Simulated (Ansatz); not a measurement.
C₂H₇ClFNSi, SMILES CC[Si@](N)(F)Cl.

The structure is a stationary point at PBE-D3(BJ)/def2-SVP. The structure was generated by enumeration; whether it is a known compound was not checked. Other conformers were not sampled.

Two levels are set side by side: PBE/def2-SVPD (Ansatz, an electronic-structure program) and PBE0/def2-SVPD (Ansatz). Energy differences of separate SCF runs at the same geometry; the states with an electron removed or added have multiplicity 2 and 2. Differences are taken from unrounded values.

```
quantity                            PBE0
---------------------------------  -----
vertical ionisation energy (eV)    10.39
vertical singlet–triplet gap (eV)   6.61
```

**Question.** What does PBE give, and how far is it from PBE0? (The exact figures need the calculation; the answer reports its results.)

**Answer.** 
```csv
quantity,PBE,PBE minus PBE0
vertical ionisation energy (eV),9.89,-0.50
vertical singlet–triplet gap (eV),6.35,-0.26
```
